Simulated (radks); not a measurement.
Problem. Species: Ca. Configuration: [Ar] 4s2 (the NIST ground configuration). All-electron calculation, non-relativistic Kohn-Sham, LB94 model potential, spin-unpolarised, spherical densities, point nucleus. Program: a radial shooting solver on a logarithmic mesh with Libxc functionals. Some entries of the table are withheld. Estimate them.

| orbital | occ. | eigenvalue (eV) | <r> (bohr) | r(max) (bohr) |
|---|---|---|---|---|
| 1s | 2 | -3984.220 | 0.07713 | (1) |
| 2s | 2 | -428.6567 | 0.3656 | 0.3026 |
| 2p | 6 | -352.7358 | 0.3267 | 0.2470 |
| 3s | 2 | -51.8075 | 1.165 | 0.9984 |
| 3p | 6 | -33.4791 | 1.267 | (2) |
| 4s | 2 | -6.5249 | 3.769 | (3) |

Solution. 
(1) 1s r(max) (bohr): 0.05081
(2) 3p r(max) (bohr): 1.049
(3) 4s r(max) (bohr): 3.119
